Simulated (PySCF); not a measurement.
Species: [AuCl2]- (charge -1 and singlet state).
Z-matrix (Å and degrees, PBE0-D3(BJ)/def2-SVP geometry), rows numbered from 1:
```
Au
Cl  1  2.3148
Cl  1  2.3148  2  179.94
```

Computed at PBE0/pcSseg-1 (def2-TZVP on Au) (PySCF, non-relativistic but for the core potentials past Kr), with Q(35Cl) = −0.0817 b: Cl2, 35Cl (I = 3/2): χzz = -39.14 MHz, η = 0.000.

Question: Find the zero-field quadrupole resonance frequencies of 35Cl at Cl2.

Answer: From ν = (|χ|/2)√(1 + η²/3): ν = 19.57 MHz (chlorine bonded to Au). For 37Cl the ratio of quadrupole moments, 0.7881, gives 15.42 MHz.

In a crystal, neighbours and librations shift these lines. Isolated species at its PBE0-D3(BJ)/def2-SVP geometry, gas phase. Atoms past krypton carry effective core potentials; spin–orbit coupling is left out. The pcSseg-1 basis has no diffuse functions, a weakness for an anion. With a basis this small, the couplings can be 20 % off.

These values come from a run that also computed NMR shieldings. Time: 3.7 s wall. Hardware: one thread of an Arm Neoverse V1, shared host.
